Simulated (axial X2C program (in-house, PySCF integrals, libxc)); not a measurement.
**Which molecule has these constants?**

Computed with an in-house relativistic program for diatomic molecules, spin-free (one-electron X2C) or two-component (2c: spin–orbit coupling with atomic mean-field Coulomb and Gaunt terms, which also bring small scalar terms), in Dyall basis sets with cores contracted in-house; open shells are unrestricted.

A two-component PBE0 calculation in a Dyall 3-zeta basis gave Re = 3.308 Å, ωe = 146.3 cm⁻¹, De = 1.21 eV, dipole magnitude 9.37 D, Ω = 1.

Question: Which molecule is it?
A. KP
B. KAs
C. KBi
D. KSb
E. KN

Answer: D. The others have KAs 3.118 Å and 166.8 cm⁻¹ (Ω = 1); KN 2.534 Å and 310.8 cm⁻¹ (Ω = 1); KP 3.016 Å and 214.4 cm⁻¹ (Ω = 1); KBi 3.323 Å and 126.1 cm⁻¹ (Ω = 1).

Each entry is the lowest single determinant of a limited PBE0 search at one distance. De goes to single-determinant-based atoms at the same level (for ions the charge split of lowest energy) and is withheld (n/a) where an atom does not fit its ground term or J level. Main or longest-lived isotopes. One determinant is a doubtful description, or other states lie close, for KSb, KAs, KN, KP, KBi; these need not be ground states, and all values refer to the states named. Some open-shell Ω = 0 determinants are out of reach, so the Ω given for KSb, KAs, KN, KP, KBi need not be the lowest component. With several unpaired electrons the Ω given is that of one determinant, not necessarily of the lowest component. The functionals have no current term, which raises determinants with orbital currents.
